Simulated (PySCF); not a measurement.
C₃HF₄, SMILES F/C=[C]/C(F)(F)F, multiplicity 2.

The structure is a stationary point at B3LYP-D3(BJ)/def2-SVP. The isomer is the one that the SMILES or the coordinates give; other isomers of the formula were not compared.

Computed with SMD-PBE0/def2-SVP (PySCF).

Solvation free energies are E(SMD) − E(gas) at the gas-phase geometry, for 1 M in both phases. In vacuum the dipole moment is 1.42 D.

**Question.** Estimate the solvation free energies in water, benzene, dichloromethane. (The exact figures need the calculation; the answer reports its results.)

**Answer.** 
```tsv
solvent	ΔG(solv) (kcal/mol)	its non-electrostatic (CDS) part	dipole (D)
water	2.0	5.4	1.85
benzene	-0.7	0.8	1.60
dichloromethane	-1.9	1.0	1.78
```
